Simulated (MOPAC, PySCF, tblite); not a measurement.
Dissociation curve of MgF, doublet.

Levels of theory: UCCSD(T) = CCSD(T) on UHF/cc-pVDZ, 2 core orbitals frozen in PySCF; GFN2-xTB, 300 K electronic temperature (tblite); AM1, unrestricted, heats of formation (MOPAC); UKS-BHandHLYP = unrestricted BHandHLYP/cc-pVDZ (PySCF).

Energies are in kcal/mol, each relative to the lowest point of its own curve near equilibrium.

| R / Å | UCCSD(T) | GFN2-xTB | AM1 | UKS-BHandHLYP |
|---|---|---|---|---|
| 1.43 | 53.1 | 29.8 | ? | 48.5 |
| 1.50 | 29.1 | 14.1 | ? | ? |
| 1.57 | 14.0 | 5.6 | 7.6 | 11.8 |
| 1.65 | 4.5 | 1.1 | 1.4 | ? |
| 1.72 | 0.7 | 0.0 | 0.0 | 0.3 |
| 1.76 | 0.0 | 0.1 | 0.6 | 0.0 |
| 1.80 | 0.1 | 0.6 | 2.0 | 0.5 |
| 1.86 | 1.5 | ? | 5.4 | 2.4 |
| 1.94 | 5.0 | 4.3 | 11.8 | 6.5 |
| 2.05 | 12.0 | 8.5 | 23.0 | 14.0 |
| 2.21 | 24.4 | 15.4 | 41.7 | 26.8 |
| 2.39 | 39.4 | ? | 63.4 | 41.7 |
| 2.67 | 61.3 | 37.4 | 90.0 | 61.6 |

Some entries are withheld; supply them.


- 1.43, AM1: 35.1
- 1.50, AM1: 18.3
- 1.50, UKS-BHandHLYP: 25.7
- 1.65, UKS-BHandHLYP: 3.2
- 1.86, GFN2-xTB: 1.9
- 2.39, GFN2-xTB: 23.9

The scan ran from 1.43 to 7.12 Å; beyond the distances shown one of the unrestricted levels run for this scan, shown here or not, changes its spin distribution in one step.
